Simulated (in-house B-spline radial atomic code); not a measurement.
Radial electron density of the gallium ion Ga²⁺, [Ar] 3d10 4s1. Computed with a radial B-spline atomic code at the basis-set limit: non-relativistic AM05, spin-polarised, spherical fractional occupations, point nucleus.

Columns: r (bohr), 4πr²n(r) (electrons per bohr), bar.

```
 0.00212    1.007 #
 0.00259     1.46 #
 0.00316    2.098 ##
 0.00386    2.998 ###
  0.0047     4.22 ####
 0.00574    5.901 ######
   0.007    8.119 ########
 0.00854    10.99 ###########
  0.0104    14.53 ###############
  0.0127     18.8 ###################
  0.0155    23.58 ########################
  0.0189    28.48 #############################
  0.0231    32.98 ##################################
  0.0281    36.19 #####################################
  0.0343    37.54 ######################################
  0.0418    36.67 #####################################
   0.051    34.09 ###################################
  0.0622    31.29 ################################
  0.0759     30.3 ###############################
  0.0926    32.59 #################################
   0.113    37.64 ######################################
   0.138    42.46 ###########################################
   0.168    43.09 ############################################
   0.205    37.76 #######################################
    0.25    29.04 ##############################
   0.305    22.41 #######################
   0.372    21.58 ######################
   0.454    24.75 #########################
   0.554    26.58 ###########################
   0.675    23.73 ########################
   0.824    17.21 ##################
       1    10.56 ###########
    1.23    5.453 ######
    1.49    2.834 ###
    1.82    1.486 ##
    2.22    0.791 #
    2.71   0.3726 
    3.31   0.1354 
    4.04  0.03439 
    4.92 0.005667 
    6.01 0.0005192 
    7.33 2.464e-05
```

On this grid the curve has 3 maxima, near 0.0343, 0.168, 0.554 bohr.

The 4s up radial function P(r) = rR(r), positive near the nucleus:

```csv
r (bohr),P
0.000645,0.007795
0.00096,0.01149
0.00143,0.01686
0.00212,0.02446
0.00316,0.03528
0.0047,0.04996
0.007,0.06904
0.0104,0.09156
0.0155,0.1142
0.0231,0.1279
0.0343,0.1165
0.051,0.05962
0.0759,-0.05179
0.113,-0.1796
0.168,-0.2132
0.25,-0.03934
0.372,0.2603
0.554,0.3429
0.824,-0.01056
1.23,-0.5436
1.82,-0.7784
2.71,-0.5491
4.04,-0.1814
6.01,-0.0227
```
